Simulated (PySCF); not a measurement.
Structure with atom numbers: `[cH:1]1[cH:2][cH:3][c:4]([CH:5]2[CH2:6][CH2:7]2)[cH:8][cH:9]1` (H(Xn): hydrogen on atom n). Ha(C6), Ha(C7) are cis to C4 on the ring; Hb(C6), Hb(C7) are trans to C4 on the ring.

Geometry: PBE0-D3(BJ)/def2-SVP; GIAO shifts from PySCF, gas phase, non-relativistic, averaged over equivalent atoms.

At PBE0/pcSseg-1 (203 basis functions, 34 s wall time on 1 thread of an Arm Neoverse V2, shared host):
```json
{"atoms": "C4", "δ (ppm)": "150.6"}
{"atoms": "C2/C9", "δ (ppm)": "133.8"}
{"atoms": "C1", "δ (ppm)": "130.7"}
{"atoms": "C3/C8", "δ (ppm)": "129.5"}
{"atoms": "C5", "δ (ppm)": "17.5"}
{"atoms": "C6/C7", "δ (ppm)": "14.3"}
{"atoms": "H(C2)/H(C9)", "δ (ppm)": "7.35"}
{"atoms": "H(C1)", "δ (ppm)": "7.24"}
{"atoms": "H(C3)/H(C8)", "δ (ppm)": "7.01"}
{"atoms": "H(C5)", "δ (ppm)": "1.52"}
{"atoms": "Hb(C6)/Hb(C7)", "δ (ppm)": "1.04"}
{"atoms": "Ha(C6)/Ha(C7)", "δ (ppm)": "0.63"}
```

Referencing at the same level of theory: TMS for $^{13}$C (σ = 184.41 ppm), $^{1}$H (σ = 31.27 ppm).

Task: Predict the values at KT2/pcSseg-1 on the same geometry.

Result: 
```json
{"atoms": "C4", "δ at KT2/pcSseg-1": "140.4", "change": "-10.2"}
{"atoms": "C2/C9", "δ at KT2/pcSseg-1": "123.1", "change": "-10.7"}
{"atoms": "C1", "δ at KT2/pcSseg-1": "120.5", "change": "-10.2"}
{"atoms": "C3/C8", "δ at KT2/pcSseg-1": "118.8", "change": "-10.7"}
{"atoms": "C5", "δ at KT2/pcSseg-1": "18.1", "change": "+0.6"}
{"atoms": "C6/C7", "δ at KT2/pcSseg-1": "15.0", "change": "+0.7"}
{"atoms": "H(C2)/H(C9)", "δ at KT2/pcSseg-1": "7.03", "change": "-0.32"}
{"atoms": "H(C1)", "δ at KT2/pcSseg-1": "6.94", "change": "-0.30"}
{"atoms": "H(C3)/H(C8)", "δ at KT2/pcSseg-1": "6.73", "change": "-0.28"}
{"atoms": "H(C5)", "δ at KT2/pcSseg-1": "1.42", "change": "-0.10"}
{"atoms": "Hb(C6)/Hb(C7)", "δ at KT2/pcSseg-1": "1.06", "change": "+0.02"}
{"atoms": "Ha(C6)/Ha(C7)", "δ at KT2/pcSseg-1": "0.57", "change": "-0.06"}
```

Chemical shifts δ = σref − σ; $^{13}$C (σ = 183.22 ppm) and $^{1}$H (σ = 31.18 ppm) vs TMS, all at this level.

The largest change is at C3/C8 (aromatic CH). Cost: 203 basis functions, 44 s wall time on 1 thread of an Arm Neoverse V2, shared host. The order of the carbon signals is the same at both levels.

The carbons averaged at δ 129.5 differ by 9 ppm in this conformer.
